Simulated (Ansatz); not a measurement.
Input for Ansatz (a quantum-chemistry and plane-wave program): R-CCSD(T)/cc-pVQZ on C2H6O (SMILES CCO).

Ansatz 0.2 input:
```yaml
crystal:
  periodic: [false, false, false]
  atoms:
    - {symbol: C, position_ang: [-0.91925478, 0.26633177, 0.35067969]}
    - {symbol: C, position_ang: [0.30739828, -0.32852137, -0.30569417]}
    - {symbol: O, position_ang: [1.44261475, 0.42706995, 0.11463551]}
    - {symbol: H, position_ang: [-1.81460750, -0.28390375, 0.05514443]}
    - {symbol: H, position_ang: [-1.04076337, 1.31001514, 0.05722192]}
    - {symbol: H, position_ang: [-0.82894454, 0.22422894, 1.43706238]}
    - {symbol: H, position_ang: [0.41735763, -1.38093525, -0.01517498]}
    - {symbol: H, position_ang: [0.20515778, -0.29305244, -1.39764421]}
    - {symbol: H, position_ang: [2.23114176, 0.05876700, -0.29613057]}
basis:
  gaussian:
    orbitals: cc-pVQZ
magnetization: {spin_polarized: false}
correlation: {method: ccsd_t, electrons: outside_noble_gas}
scf: {lower_state_search: off}
```

Q: Predict the final total energy.

A: -154.8449 hartree (reference determinant -154.1542, T1 diagnostic 0.009).

Q: How many basis functions does it have, and what does it roughly cost on one machine?

A: 345 functions; roughly 60 core-minutes.
